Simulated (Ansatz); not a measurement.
System: CAuClO (charge +1, doublet). The spin state was set by rule; other spins were not relaxed. 
Coordinates optimised at B3LYP-D3(BJ)/def2-TZVP (Ansatz, a program for electronic structure):
```xyz
4

Au     0.0460     0.0191     0.0372
Cl    -0.3172     1.5653    -1.5819
O      0.1366    -2.3790     2.0125
C      0.1114    -1.5146     1.3090
```
Charge +1, spin multiplicity 2.

Problem. Give the harmonic wavenumbers at B3LYP-D3(BJ)/def2-TZVP (Ansatz, finite differences of forces, unscaled).

Solution. 51, 305, 318, 331, 365, 2306 cm⁻¹. Zero-point energy 5.3 kcal/mol.

Problem. From these and the geometry, give the ideal-gas thermochemistry at 298.15 K and 1 atm (rigid rotor, harmonic oscillator).

Solution. Point group Cs, rotational symmetry number 1. Rotational constants 223.2, 1.325, 1.317 GHz. S(trans) 42.57, S(rot) 24.23, S(vib) 9.83, S(elec, spin only) 1.38, S 78.0 cal/(mol K). H(298) - H(0) 3.86 kcal/mol; G - E(el) -14.1 kcal/mol.
